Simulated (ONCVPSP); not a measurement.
## Ba: ONCV pseudisation with PBEsol, scalar-relativistic reference atom.

Ba (Z = 56), optimised norm-conserving Vanderbilt (ONCV), made with ONCVPSP 4.0.1 (PBEsol, scalar-relativistic). Core [Kr] 4d10, reference 5s2 5p6 6s1.5 6p0.5. Waves: 5s+6s: rc 3.05 bohr, ncon 4, nbas 7, qcut 3.3 1/bohr, 2 projectors; 5p+6p: rc 2.55 bohr, ncon 3, nbas 6, qcut 4.3 1/bohr, 2 projectors; d scattering state at 0.2 Ha: rc 3.30 bohr, ncon 3, nbas 7, qcut 3.3 1/bohr, 2 projectors, debl 3.4 Ha. Local part: polynomial inside 1.85 bohr (lpopt 5, dvloc0 0 Ha). Core correction: polynomial model core, fcfact 0.7.

In the d channel the program set the typed energies aside and used -0.090, 3.310 Ha.

Calculated quality:

```
Cutoffs needed             : 4.2 Ha and 6.5 Ha (the cutoffs (Ha) at which the residual kinetic energy of the hardest occupied pseudo-wave falls to 1 and 0.1 mHa per electron) The cutoffs count occupied waves only; projector 2 of the d channel, the hardest unoccupied one, needs 19 Ha at the loose tolerance.
Ghost test                 : no bound ghost flagged; GHOST(+) flagged for s at 37.4 eV
Largest excitation error   : -4.8 meV (all-electron minus pseudo) for 5s2 5p6 6s0 6p0, out of 4 test configurations
rms error of d²Exc/dni dnj : 3.52 mHa without and 1.72 mHa with the model core
```

Generation and tests took about 6.7 s on one core of a shared server CPU.
